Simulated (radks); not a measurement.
The cadmium ion Cd8+, configuration [Kr] 4d4.

All-electron calculation, scalar-relativistic Kohn-Sham, PBE, spin-unpolarised, spherical densities, point nucleus. Program: a radial shooting solver on a logarithmic mesh with Libxc functionals.

Energy parts (hartree):
total: -5575.62442
kinetic: 5803.11620
electron-nucleus: -13266.92656
Hartree: 2037.38286
exchange-correlation: -149.19691

Orbitals (lengths in bohr, moments of r in powers of bohr):
orbital  occ.  eigenvalue (hartree)      <r^4>
1s          2             -980.2432  4.064e-06
2s          2             -150.2009  0.0007168
2p          6             -135.3345  0.0005145
3s          2             -32.34070    0.03275
3p          6             -27.46433    0.03482
3d         10             -19.84958    0.03247
4s          2              -8.91413     0.9393
4p          6              -7.40291      1.251
4d          4              -5.13388      2.252

The highest occupied level is 4d at -139.70 eV. For comparison, the ionisation energy in NIST's Atomic Spectra Database is 150 eV (theoretical). In exact Kohn-Sham theory the highest level is minus the ionisation energy, but local and semilocal functionals leave it too shallow, through self-interaction and a potential that decays too fast; potentials with the right tail come closer. The density falls to 0.001 e/bohr^3 at r = 2.36 bohr.

Beside tabulated values, note that spin-unpolarised runs miss the spin-polarisation part of the exchange energy of open shells.
